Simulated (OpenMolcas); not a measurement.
# Os VII: CASPT2 settings compared

| Quantity | Value |
| --- | --- |
| Program | OpenMolcas 26.06 |
| Basis | ANO-RCC-VTZP [8s7p5d3f2g1h] |
| Scalar Hamiltonian | DKH2, point nucleus |
| Active space | 2 electrons in 5 orbitals (5d) |
| State averaging | 2S+1 = 3 even, 10 roots; 2S+1 = 1 even, 15 roots kept (CI in the orbitals of an earlier block) |
| Spin-orbit coupling | RASSI with atomic mean-field integrals over the reference wave functions, term energies averaged over their components |

Methods on the same reference wave functions:
A. CASSCF
B. SS-CASPT2, IPEA 0.4 Eh, no level shift (closed shells correlated: 4f 5s 5p)
C. SS-CASPT2, IPEA 0.35 Eh, sigma2 regulariser 0.5 Eh (closed shells correlated: 5s 5p)
D. SS-CASPT2, IPEA 0.5 Eh, sigma2 regulariser 0.4 Eh (closed shells correlated: 5s 5p)

Energies in cm-1 above 5d2 3F2, the measured ground level; measured values from van het Hof, Joshi, Wyart and Sugar, J. Res. Natl. Inst. Stand. Technol. 100, 687 (1995).

| Level | A | B | C | D | Measured |
| --- | --- | --- | --- | --- | --- |
| 5d2 3F2 | 0.0 | 0.0 | 0.0 | 0.0 | 0.0 |
| 5d2 3F3 | 10306 | 10650 | 10630 | 10630 | 10308 |
| 5d2 3P0 | 17989 | 16220 | 16480 | 16580 | 15837 |
| 5d2 3F4 | 18523 | 18510 | 18530 | 18530 |  |
| 5d2 3P1 | 24217 | 22860 | 23100 | 23220 | 22098 |
| 5d2 1G4 | 33668 | 32000 | 32200 | 32160 | 31274 |
| 5d2 3P2 [56 %] | 35665 | 33870 | 34060 | 34130 | 33127 |
| 5d2 1S0 | 63952 | 58350 | 58700 | 58710 | 57710 |

Deviations, from unrounded energies. A percentage is the sum of absolute deviations over the sum of measured energies, with the sign that they share, or ± where signs differ.

```
                        Against measurement  Levels     A     B     C     D
             mean absolute deviation (cm-1)       6  2600   600   800   840
      fine structure of the ground term (%)       1  -0.0  +3.3  +3.1  +3.1
other terms of the ground configuration (%)       5  +9.7  +2.0  +2.8  +3.0
```

B lies closest to measurement on these levels and A furthest from it. The largest miss of B in the table is 5d2 3P1, by +760 cm-1. The ranking rests on the paired levels alone, and a cruder setting can come out closer through cancelling errors.

Among B to D the level of the table that moves most is 5d2 3P1, by 360 cm-1 (lowest in B, highest in D). Moves below CASPT2's spread within the term are not significant.

The mean deviations of B to D differ by less than CASPT2's widest spread within a term (420 cm-1), so their order carries little weight.

From A to B the spin-free energies of the other terms of 5d2 shown, above 3F, scale by factors of 0.87 to 0.88, as is usual when dynamic correlation screens the repulsion within a d or f shell.

The lowest spin-free term lies below A's lowest term by 1.010 hartree in B, 0.218 hartree in C, 0.216 hartree in D.

CASPT2 does not keep the components of a term degenerate, so their means are used; among the terms shown or strongly mixed into the levels shown the widest spread is 420 cm-1 (5d2 1G, B). Terms from blocks run as CI alone lack orbitals of their own. Without dynamic correlation excited terms often stand tens of per cent too high (terms of higher spin than the ground term too low), and those without a measured partner can miss by more than the paired ones (holds for A). Measured partners are found by configuration, term and J. A level has none where our copy of the source lacks it or the pairing is in doubt (some pairs that miss far off the trend of their configuration count as doubtful), and it then counts in no deviation. Only configurations of the active space appear. Levels that lie high or do not pair safely by name in every column are left out.

A share in square brackets marks a mixed level and gives the weight of the term that names it, the lowest over the columns.
